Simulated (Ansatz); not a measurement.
One change: `C=C([SiH3])[SiH2]O` becomes `C=C([SiH3])[SiH3]`.

Ansatz, PBE0-D4/def2-TZVP geometries, multiplicity 1. Each molecule was computed in one conformer, which needn't be the lowest.

```tsv
property	`C=C([SiH3])[SiH2]O`
HOMO–LUMO gap (B3LYP/def2-TZVPP) / eV	6.77
HOMO energy (PBE0/def2-TZVPP) / eV	-8.08
LUMO energy (ωB97M-V/def2-TZVPP) / eV	1.20
LUMO energy (B3LYP/def2-TZVPP) / eV	-1.09
HOMO–LUMO gap (ωB97M-V/def2-TZVPP) / eV	11.49
HOMO–LUMO gap (PBE0/def2-TZVPP) / eV	7.19
```

Q: What does the change do to each property? (An estimate is asked.)

A: Ansatz gave: 
```json
{"property": "HOMO–LUMO gap (B3LYP/def2-TZVPP) / eV", "`C=C([SiH3])[SiH3]`": "6.80", "shift": "0.03"}
{"property": "HOMO energy (PBE0/def2-TZVPP) / eV", "`C=C([SiH3])[SiH3]`": "-8.14", "shift": "-0.06"}
{"property": "LUMO energy (ωB97M-V/def2-TZVPP) / eV", "`C=C([SiH3])[SiH3]`": "1.19", "shift": "-0.01"}
{"property": "LUMO energy (B3LYP/def2-TZVPP) / eV", "`C=C([SiH3])[SiH3]`": "-1.11", "shift": "-0.02"}
{"property": "HOMO–LUMO gap (ωB97M-V/def2-TZVPP) / eV", "`C=C([SiH3])[SiH3]`": "11.53", "shift": "0.04"}
{"property": "HOMO–LUMO gap (PBE0/def2-TZVPP) / eV", "`C=C([SiH3])[SiH3]`": "7.22", "shift": "0.03"}
```

B3LYP here is the variant with VWN-RPA as its local correlation; programs differ in this.
